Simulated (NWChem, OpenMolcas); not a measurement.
## A ladder of methods for SnNH2F (SMILES [NH2][Sn][F])

The species is SnNH2F (5 atoms), meant as a singlet with charge 0. As SMILES, `[NH2][Sn][F]`. The coordinates come from a PBE0-D4/def2-TZVP relaxation. This is one conformer, not always the lowest.

```xyz
5

N    -0.3029    0.4955   -0.3933
Sn    0.3389   -0.0537    1.4232
F     0.9669   -1.7759    0.7543
H    -0.7468    1.3693   -0.6291
H    -0.2062   -0.1089   -1.1966
```

Quantity: the electronic atomisation energy, in eV. The values are calculated. Electronic energies at fixed atoms, without zero-point motion or spin-orbit coupling.

| level | kind | program | value (eV) | CPU time (all runs) |
| --- | --- | --- | --- | --- |
| SVWN5/def2-SVP (core potential) | LDA | OpenMolcas | 19.16 | 39 s |
| BLYP/def2-SVP (core potential) | GGA | OpenMolcas | 16.50 | 47 s |
| PBE/def2-SVP (core potential) | GGA | OpenMolcas | 16.71 | 49 s |
| M06-L/def2-SVP (core potential) | meta-GGA | OpenMolcas | 16.44 | 57 s |
| TPSS/def2-SVP (core potential) | meta-GGA | OpenMolcas | 16.35 | 66 s |
| M06-2X/def2-SVP (core potential) | hybrid meta-GGA | NWChem | 15.70 | 37 s |
| BHLYP/def2-SVP (core potential) | global hybrid | OpenMolcas | 15.18 | 42 s |
| PBE0/def2-SVP (core potential) | global hybrid | OpenMolcas | 15.91 | 45 s |

The values span 15.18 to 19.16 eV. CPU times are rough (shared hosts, several kinds of processor and program).
